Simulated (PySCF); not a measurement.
Isomers of C6H14OSi, from PBE0-D3(BJ)/def2-SVP geometry optimisation, gas phase (PySCF 2.14.0). One conformer each, no zero-point energy, no frequencies.

Question: Which is lower in electronic energy at this level?
A. `[CH3:1][O:2][CH2:3][C@H:4]1[CH2:5][CH2:6][SiH2:7][CH2:8]1` with C1–O2–C3–C4 -178°, O2–C3–C4–C5 60°, C3–C4–C5–C6 176°, C4–C5–C6–Si7 -38°, C5–C6–Si7–C8 14°, C6–Si7–C8–C4 12°: A = 4549, B = 797.8, C = 711.7 MHz, dipole 1.29 D
B. `[CH3:1][CH2:2][SiH:3]1[CH2:4][CH2:5][O:6][CH2:7][CH2:8]1` with C1–C2–Si3–C4 -61°, C2–Si3–C4–C5 -162°, Si3–C4–C5–O6 55°, C4–C5–O6–C7 -73°, C5–O6–C7–C8 73°: A = 3357, B = 1037, C = 857.1 MHz, dipole 1.20 D

Answer: B. That is `CC[SiH]1CCOCC1`, 10.9 kcal/mol below the other.

```csv
SMILES,mapped SMILES,E (Eh),relative (kcal/mol),relative (kJ/mol),dipole (D)
CC[SiH]1CCOCC1,[CH3:1][CH2:2][SiH:3]1[CH2:4][CH2:5][O:6][CH2:7][CH2:8]1,-601.00231,0.0,0.0,1.20
COC[C@H]1CC[SiH2]C1,[CH3:1][O:2][CH2:3][C@H:4]1[CH2:5][CH2:6][SiH2:7][CH2:8]1,-600.98492,10.9,45.7,1.29
```
